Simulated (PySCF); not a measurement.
C₂H₄O₂, charge +1, doublet, geometry from GFN2-xTB (a state made from the parent by changing its charge; the spin is typed, not shown lowest). Base run: PySCF with B3LYP/aug-cc-pVDZ.

The PySCF input:
```python
from pyscf import gto, scf, dft

mol = gto.Mole()
mol.atom = '''
    C    -1.42721550   -0.34477446   -0.06284575
    O    -0.10832509   -0.80332889    0.05979256
    C     0.88366296    0.03530489   -0.04001311
    O     0.96130834    1.20784457    0.09580546
    H    -1.80525534   -0.41698392   -1.09967017
    H    -2.03450360   -1.08161068    0.49162085
    H    -1.53507051    0.69186288    0.28101196
    H     1.81227857   -0.57257630   -0.30059372
'''
mol.basis = 'aug-cc-pvdz'
mol.charge = 1
mol.spin = 1
mol.verbose = 4
mol.build()

mf = dft.UKS(mol)
mf.xc = 'b3lyp'
mf.kernel()
mf.analyze()
```

Variants of this job, named by their change:

```
change                             ΔE vs base (mEh)  fitting functions
---------------------------------  ----------------  -----------------
base                                          0.000                  -
auxbasis = def2-tzvp-ri                      -0.204                364
auxbasis = cc-pvqz-jkfit                     -0.023                628
auxbasis = cc-pvtz-jkfit                     -0.043                436
auxbasis = cc-pvdz-jkfit                     -0.027                372
auxbasis = def2-universal-jkfit              -0.038                376
auxbasis = even-tempered beta=2.0            -0.001                820
auxbasis = cc-pvtz-ri                        -0.232                444
auxbasis = even-tempered beta=1.6             0.001               1180
auxbasis = def2-svp-ri                      -13.087                248
```

A fitting set is made for a task (jfit for Coulomb, jkfit for Coulomb and exchange, ri for correlation) and for a family of orbital bases.

Open shells are given as the SCF converged; they aren't shown to be the lowest states, and a large step between rows can be another state.
